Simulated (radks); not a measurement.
The numbers below are computed, except where a source is named.
Isoelectronic series with 16 electrons, each ion in its NIST ground configuration. Code: a radial shooting solver on a logarithmic mesh with Libxc functionals. Model: Dirac Kohn-Sham, LDA (Slater exchange, Perdew-Wang correlation), spin-unpolarised, spherical densities, point nucleus; open shells fill j = l - 1/2 first. Total energies (hartree) and orbital eigenvalues (hartree):

[
 {"ion": "S", "configuration": "[Ne] 3s2 3p4", "E (hartree)": "-397.83512", "3p3/2": "-0.25974", "3p1/2": "-0.26290"},
 {"ion": "Cr8+", "configuration": "[Ne] 3s2 3p4", "E (hartree)": "-1026.11219", "3p3/2": "-7.31229", "3p1/2": "-7.36434"},
 {"ion": "Ge16+", "configuration": "[Ne] 3s2 3p4", "E (hartree)": "-1964.18675", "3p3/2": "-21.70334", "3p1/2": "-21.94406"},
 {"ion": "Zr24+", "configuration": "[Ne] 3s2 3p4", "E (hartree)": "-3221.02755", "3p3/2": "-43.31740", "3p1/2": "-44.04033"},
 {"ion": "Cd32+", "configuration": "[Ne] 3s2 3p4", "E (hartree)": "-4809.73814", "3p3/2": "-72.20120", "3p1/2": "-73.92539"},
 {"ion": "Ba40+", "configuration": "[Ne] 3s2 3p4", "E (hartree)": "-6748.0906", "3p3/2": "-108.4441", "3p1/2": "-112.0045"},
 {"ion": "Gd48+", "configuration": "[Ne] 3s2 3p4", "E (hartree)": "-9059.7596", "3p3/2": "-152.1659", "3p1/2": "-158.8325"},
 {"ion": "Hf56+", "configuration": "[Ne] 3s2 3p4", "E (hartree)": "-11776.2735", "3p3/2": "-203.5148", "3p1/2": "-215.1559"}
]
